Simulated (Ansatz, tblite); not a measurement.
Clusters of 3 atoms, III-V: E(high spin) − E(low spin) (eV) at several levels, gas phase, relaxed structures; Ansatz, xTB through tblite. Each state is relaxed at the level in the geometry column; the other columns are single points. Clusters are the lowest isomers that short searches found in that spin, judged at the geometry's level. Core potentials for In, Sb in the def2 sets, no spin–orbit coupling. xTB has no spin-polarisation term. Singlets are spin-restricted. The structures are stationary points that may keep the symmetry of their start. Correlated methods freeze inner cores and use unrestricted references for open shells.

```tsv
species	state	geometry	GFN1-xTB	GFN2-xTB	PBE-D4/def2-TZVP	PBE0-D4/def2-TZVP	RPA@PBE/def2-TZVP
B2Sb⁺	quintet − singlet	PBE-D4/def2-TZVP	3.35	3.78	2.05	1.74	2.15
In2P	quartet − doublet	r2SCAN-D4/def2-TZVP	2.98	2.90	1.14	1.10	1.14
AlN2	quartet − doublet	r2SCAN-D4/def2-TZVP	5.01	2.35	1.85	1.87	2.10
In2As	quartet − doublet	PBE-D4/def2-TZVP	2.25	2.32	1.06	1.02	1.05
B2P⁺	quintet − singlet	r2SCAN-D4/def2-TZVP	3.56	4.50	2.49	2.16	2.57
```

(1) Estimate the rows for GaSb2 (quartet − doublet, r2SCAN-D4/def2-TZVP geometry); GaAs2 (quartet − doublet, r2SCAN-D4/def2-TZVP geometry).

(1) 
| species | state | geometry | GFN1-xTB | GFN2-xTB | PBE-D4/def2-TZVP | PBE0-D4/def2-TZVP | RPA@PBE/def2-TZVP |
| --- | --- | --- | --- | --- | --- | --- | --- |
| GaSb2 | quartet − doublet | r2SCAN-D4/def2-TZVP | 0.95 | 1.03 | 0.91 | 0.77 | 0.92 |
| GaAs2 | quartet − doublet | r2SCAN-D4/def2-TZVP | 1.42 | 1.73 | 1.25 | 1.12 | 1.28 |
